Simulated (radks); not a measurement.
The indium ion In4+, configuration [Kr] 4d9 (the NIST ground configuration). All-electron calculation, Dirac Kohn-Sham, PBEsol, spin-unpolarised, spherical densities, finite nucleus; open shells are shared between the two j in proportion to 2j + 1; Fermi nuclear charge, rms radius 4.6156 fm. Program: a radial shooting solver on a logarithmic mesh with Libxc functionals.

Normalised radial functions P(r) = r R(r) (large component), r in bohr:

```
   r/bohr * 3d5/2 (the largest magnitude, 1.78, reaches the edge; | marks zero)
 0.002236 *
 0.002541 *
 0.002888 *
 0.003309 *
 0.003761 *
 0.004274 *
 0.004897 *
 0.005566 *
 0.006326 *
 0.007247 *
 0.008237 *
 0.009362 *
  0.01064 *
  0.01219 *
  0.01385 *
  0.01575 *
  0.01804 *
   0.0205 |*
   0.0233 |*
   0.0267 |*
  0.03035 | *
  0.03449 |  *
   0.0392 |  *
  0.04491 |    *
  0.05104 |     *
  0.05801 |       *
  0.06646 |          *
  0.07554 |             *
  0.08585 |                 *
  0.09836 |                      *
   0.1118 |                           *
   0.1271 |                                *
   0.1444 |                                      *
   0.1654 |                                            *
    0.188 |                                                *
   0.2137 |                                                    *
   0.2448 |                                                      *
   0.2783 |                                                      *
   0.3163 |                                                    *
   0.3624 |                                               *
   0.4118 |                                         *
   0.4681 |                                  *
    0.532 |                          *
   0.6095 |                  *
   0.6927 |            *
   0.7873 |       *
    0.902 |    *
    1.025 | *
    1.165 |*
    1.335 *
    1.517 *
    1.724 *
     1.96 *
    2.245 *
    2.552 *
      2.9 *
    3.323 *
    3.777 *
```

3d5/2: eigenvalue -478.34 eV, 0 radial nodes, <r> = 0.326 bohr, 90 % of the charge inside 0.514 bohr.
